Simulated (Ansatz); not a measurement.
Saddle point of BH₅SeS, singlet (BH₃S ([BH2][SH]) + H₂Se → BH₃Se ([BH2][SeH]) + H₂S (still joined by a long B–S bond); bonds formed: S2–H5; dative contacts that become bonds: B1–Se6; bonds broken: H5–Se6; bonds weakened to dative contacts: B1–S2), PBE0-D4/def2-TZVP structure:

| atom | x (Å) | y (Å) | z (Å) |
| --- | --- | --- | --- |
| B1 | -0.6234 | -0.5024 | -0.1813 |
| S2 | 0.9759 | -0.1633 | -1.2694 |
| H3 | -0.5788 | -1.6166 | 0.2476 |
| H4 | -1.6271 | -0.1247 | -0.7084 |
| H5 | 0.9773 | 0.7518 | 0.1791 |
| Se6 | -0.1877 | 0.8636 | 1.4335 |
| H7 | 0.5130 | 0.8873 | -1.9665 |
| H8 | 0.5507 | -0.0957 | 2.2652 |

Energies are electronic, without zero-point energy. Barriers and step energies count from the start structure reached by relaxing down the imaginary mode; all methods use the PBE0-D4 structures, on which another method's saddle can fall below an end. Program: Ansatz 0.2.0. Basis: def2-TZVPP, with def2-QZVPP for the basis limit. Cores are frozen in the correlated methods. Filled d shells of the heavier atoms are correlated. The def2 sets are not built for correlating such inner shells, so the correlated values are less sure here. B3LYP uses VWN-RPA correlation. Extrapolation: Hartree–Fock as exp(−7.88 √X), correlation as X^−2.97.

| method | barrier (kJ/mol) | step energy (kJ/mol) |
| --- | --- | --- |
| SPW92 | ? | -9.5 |
| PBE-D4 | ? | -4.8 |
| BLYP-D4 | 46.1 | -0.8 |
| r2SCAN-D4 | 42.9 | -5.2 |
| B97M-V | ? | 1.1 |
| PBE0-D4 | 46.2 | -6.9 |
| B3LYP-D4 | 56.2 | -3.0 |
| r2SCAN0-D4 | 52.2 | -7.2 |
| BHLYP-D4 | 74.0 | -5.1 |
| CAM-B3LYP-D4 | 64.2 | -5.1 |
| wB97X-V | 66.0 | -6.3 |
| wB97M-V | 62.6 | -6.2 |
| B2PLYP | 58.7 | -4.6 |
| PBE-QIDH | 55.3 | -8.4 |
| RPA on PBE | 60.0 | -2.0 |
| HF | 112.7 | -3.4 |
| MP2 | 52.9 | -7.0 |
| CCSD | 72.6 | -4.1 |
| CCSD(T) | 62.3 | -4.4 |

(1) Fill in the withheld barriers. (An estimate is asked for; the value comes from the calculation.)

No T1 diagnostic of these runs exceeds 0.011.

## Answers

(1) The calculation gives: B97M-V 58.2; SPW92 17.7; PBE-D4 32.9 kJ/mol. Each is the energy of the saddle less that of the start structure, by the same method.

For comparison, the barrier by CCSD(T) at an estimated basis limit (MP2 extrapolated from triple and quadruple zeta, plus CCSD(T) − MP2 in triple zeta) is 58.9 kJ/mol.

Labels in which every atom is bracketed show which atoms are joined, not bond orders.

For scale, one of the runs: CCSD(T)/def2-TZVPP, 191 basis functions (an equivalent command: `ansatz run in.yaml --threads 4`). Hardware: 4 CPU threads, shared host. Wall time 38 s; peak host memory 2 GiB.
